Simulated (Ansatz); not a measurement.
GeCl3(OiPr) (C₃H₇Cl₃GeO). Charge 0, multiplicity 1. Geometry r2SCAN-D4/def2-SVP, basis def2-TZVP, Ansatz.

Cartesian coordinates in Å:
```
Ge -2.149 0.122 0.703
Cl -3.512 1.749 0.862
Cl -3.074 -1.438 -0.438
Cl -1.681 -0.661 2.645
O -0.713 0.740 -0.073
C 0.600 0.161 0.113
C 1.571 1.128 -0.536
C 0.663 -1.237 -0.479
H 0.805 0.109 1.200
H 1.369 1.202 -1.616
H 2.607 0.784 -0.393
H 1.469 2.130 -0.095
H -0.022 -1.927 0.040
H 0.388 -1.214 -1.545
H 1.680 -1.648 -0.387
```

| run | HOMO (eV) | LUMO (eV) |
| --- | --- | --- |
| A | -7.09 | -2.57 |
| B | -7.15 | -2.69 |
| C | -7.51 | -2.46 |
| D | -8.46 | -2.02 |
| E | -8.71 | -1.70 |

B3LYP takes the VWN-RPA correlation.

Problem. The runs used B3LYP, PBE, PBE0, r2SCAN, revPBE. Estimate which is which.

Solution. A revPBE (0 % exact exchange); B PBE (0 % exact exchange); C r2SCAN (0 % exact exchange); D B3LYP (20 % exact exchange); E PBE0 (25 % exact exchange). Exact exchange lowers occupied and raises empty levels; among semilocal functionals meta-GGAs tend to open the gap a little, and such runs are hard to tell apart. The gap grows from 4.46 eV (PBE) to 7.00 eV (PBE0).
